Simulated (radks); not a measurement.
Values are calculated unless marked as measured or tabulated.
Task: Ionisation of Cr, [Ar] 3d5 4s1, to Cr+, [Ar] 3d5, under several functionals. Scalar-relativistic Kohn-Sham, spin-polarised, spherical densities, point nucleus; open shells are filled with parallel spins first; a radial shooting solver on a logarithmic mesh with Libxc functionals. The NIST Atomic Spectra Database gives 6.767 eV (measured). Rank these functionals by the error of their Delta-SCF ionisation energy: LDA (Slater exchange, VWN5 correlation); PBEsol; OLYP; Wu-Cohen GGA; LDA (Slater exchange, Perdew-Wang correlation); PW91; revPBE.

Result: From best to worst: OLYP 6.916 eV (+0.150); revPBE 7.313 eV (+0.546); PBEsol 7.392 eV (+0.626); Wu-Cohen GGA 7.437 eV (+0.671); PW91 7.458 eV (+0.692); LDA (Slater exchange, VWN5 correlation) 7.598 eV (+0.832); LDA (Slater exchange, Perdew-Wang correlation) 7.598 eV (+0.832). Open shells are spherical and high-spin; term and fine-structure splittings are not resolved.
